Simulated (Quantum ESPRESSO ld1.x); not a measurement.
The numbers below are computed, except where a source is named.
All-electron atom: Co V in [Ar] 3d5. Code: ld1.x of Quantum ESPRESSO 7.5. Model: scalar-relativistic Kohn-Sham, LDA (Slater exchange, Perdew-Zunger correlation), spin-polarised, spherical densities, point nucleus; open shells are filled with parallel spins first.

Radial electron density D(r) = 4 pi r^2 rho(r):

r (bohr),D(r) (e/bohr),spin D(r)
0.004271,2.665,-0.000233
0.004816,3.274,-0.000286
0.00543,4.007,-0.000350
0.006073,4.821,-0.000421
0.006848,5.851,-0.000510
0.007721,7.063,-0.000615
0.008705,8.475,-0.000737
0.009815,10.10,-0.000878
0.01107,11.95,-0.00104
0.01238,13.87,-0.00120
0.01396,16.13,-0.00139
0.01574,18.55,-0.00160
0.01774,21.08,-0.00182
0.02,23.65,-0.00204
0.02255,26.13,-0.00225
0.02543,28.41,-0.00245
0.02844,30.21,-0.00261
0.03207,31.66,-0.00274
0.03616,32.49,-0.00283
0.04077,32.62,-0.00283
0.04597,32.04,-0.00272
0.05183,30.85,-0.00238
0.05797,29.38,-0.00168
0.06536,27.72,-0.000142
0.07369,26.37,0.00297
0.08309,25.70,0.00904
0.09368,26.03,0.0204
0.1056,27.46,0.0408
0.1181,29.63,0.0730
0.1332,32.41,0.130
0.1502,34.97,0.220
0.1693,36.51,0.359
0.1909,36.37,0.563
0.2153,34.23,0.851
0.2408,30.61,1.21
0.2715,25.68,1.70
0.3061,20.70,2.30
0.3451,16.77,3.00
0.3891,14.63,3.74
0.4387,14.41,4.47
0.4947,15.54,5.10
0.5533,16.97,5.51
0.6239,17.93,5.69
0.7034,17.65,5.56
0.7931,15.98,5.13
0.8942,13.25,4.47
1.008,10.06,3.66
1.128,7.188,2.87
1.271,4.607,2.07
1.434,2.704,1.39
1.616,1.452,0.853
1.822,0.7118,0.476
2.055,0.3166,0.238
2.298,0.1350,0.111
2.591,0.04814,0.0425
2.922,0.01489,0.0138
3.294,0.003896,0.00374

D(r) has 3 maxima, at r = 0.0392, 0.178, 0.649 bohr, and minima at 0.0851, 0.418 bohr, inside which lie 2.11, 10.70 electrons.
